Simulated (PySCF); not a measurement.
CH3Cl3OSi, SMILES CO[Si](Cl)(Cl)Cl.

Geometry: PBE-D3(BJ)/def2-SVP. The values are those of a single conformer.

Two levels are set side by side: PBE/def2-TZVP (PySCF) and CAM-B3LYP/def2-TZVP (PySCF). Same geometry, gas phase. Differences are taken from unrounded values.

```json
[
 {"quantity": "orbital gap (eV)", "CAM-B3LYP": "11.24", "PBE": "6.06", "PBE minus CAM-B3LYP": "-5.18"},
 {"quantity": "highest occupied level (eV)", "CAM-B3LYP": "-10.47", "PBE": "-7.44", "PBE minus CAM-B3LYP": "3.03"},
 {"quantity": "lowest empty level (eV)", "CAM-B3LYP": "0.78", "PBE": "-1.38", "PBE minus CAM-B3LYP": "-2.16"},
 {"quantity": "dipole moment (D)", "CAM-B3LYP": "1.85", "PBE": "1.74", "PBE minus CAM-B3LYP": "-0.12"},
 {"quantity": "mean polarisability (bohr³)", "CAM-B3LYP": "71.8", "PBE": "75.5", "PBE minus CAM-B3LYP": "3.7"}
]
```

Without exact exchange PBE keeps part of each electron's self-repulsion, which lifts occupied levels and narrows the gap. Loosely held outer electrons make PBE densities more polarisable. Differences between two approximate levels are no errors against the true value.

Rough cost on one machine, each run with all the roots and properties that it gave: CAM-B3LYP against PBE within a factor of 2.
